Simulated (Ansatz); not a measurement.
# Four-centre ligand exchange

Start structure (SiH₄BrCl, closed shell), relaxed at PBE0-D4/def2-TZVP:

Si1  (-0.865, -0.625, -0.152)
Br2  (1.245, -1.322, -0.388)
H3  (-1.742, -1.779, -0.452)
H4  (-1.037, -0.171, 1.244)
H5  (-1.086, 0.478, -1.111)
H6  (1.847, 1.097, 0.260)
Cl7  (1.638, 2.322, 0.599)
(Å)

The step: SiH₃Br ([SiH3][Br]) + HCl → SiH₃Cl ([SiH3][Cl]) + HBr; bonds formed: Si1–Cl7, Br2–H6; bonds broken: Si1–Br2, H6–Cl7. Program: Ansatz 0.2.0. Basis: def2-TZVPP and def2-QZVPP. Cores are frozen in the correlated methods. Filled d shells of the heavier atoms are correlated. The def2 sets are not built for correlating such inner shells, so the correlated values are less sure here. Extrapolation: Hartree–Fock as exp(−7.88 √X), correlation as X^−2.97. Energies below are by CCSD(T) at an estimated basis limit (MP2 extrapolated from triple and quadruple zeta, plus CCSD(T) − MP2 in triple zeta).

Q: What are the electronic barrier and the energy of the step, from the start structure to the end structure? (Judge from chemistry; the value comes from the calculation.)

A: Computed: Barrier 38.45 kcal/mol; step energy 0.12 kcal/mol (uphill); reverse barrier, their difference, 38.33 kcal/mol. Barrier and step energy count from the start structure, the reverse barrier from the end structure.

The saddle point: One imaginary mode of 488i cm⁻¹.
| pair | start (Å) | saddle (Å) | end (Å) |
| --- | --- | --- | --- |
| Si1–Cl7 | 3.94 | 2.44 | 2.07 |
| Br2–H6 | 2.58 | 1.75 | 1.43 |
| Si1–Br2 | 2.24 | 2.62 | 4.10 |
| H6–Cl7 | 1.29 | 1.48 | 2.52 |

Zero-point energy (harmonic, PBE0-D4): ZPE is 21.23 kcal/mol at the start and 20.23 kcal/mol at the saddle, so the barrier goes from 38.45 to 37.46 kcal/mol.

T1 diagnostic: at most 0.010.

Labels in which every atom is bracketed show which atoms are joined, not bond orders.

For scale, one of the runs: CCSD(T)/def2-TZVPP, 188 basis functions, launched by `ansatz run in.yaml --threads 4 --pin off --events-out ev --progress --plain --max-ram 9574MiB`. Hardware: 4 CPU threads of an Arm Neoverse V1, shared host. Wall time 46 s; peak host memory 1.9 GiB.
